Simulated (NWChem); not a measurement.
Molecule: SnH$_{2}$F$_{2}$; SMILES [F][SnH2][F]

```xyz
5

Sn     0.0000     0.0000    -0.2841
F     -1.5165     0.0000     0.9107
F      1.5165     0.0000     0.9107
H      0.0000     1.4946    -1.0933
H      0.0000    -1.4946    -1.0933
```
Atoms are numbered in this order, from 1.

Geometry: optimised at PBE0/def2-SVP. def2 effective core potentials on Sn; no spin-orbit coupling.

Symmetry labels are those of C2v in the frame above (b1 and b2, or b-type labels, depend on it).

Problem. List the 6 lowest vertical singlet excitations from PBE/def2-SVP with def2 effective core potentials on Sn, TDA (NWChem).

Solution. 
| state | energy (eV) | oscillator strength | symmetry | leading excitation (squared amplitude) |
|---|---|---|---|---|
| S1 | 6.69 | 0.054 | b2 | HOMO → LUMO (0.82) |
| S2 | 6.74 | 0.000 | a2 | HOMO−2 → LUMO (0.75) |
| S3 | 6.82 | 0.008 | b1 | HOMO−1 → LUMO (0.93) |
| S4 | 6.89 | 0.000 | a2 | HOMO → LUMO+1 (0.75) |
| S5 | 6.91 | 0.020 | a1 | HOMO−3 → LUMO (0.90) |
| S6 | 7.31 | 0.006 | b2 | HOMO−2 → LUMO+1 (0.91) |
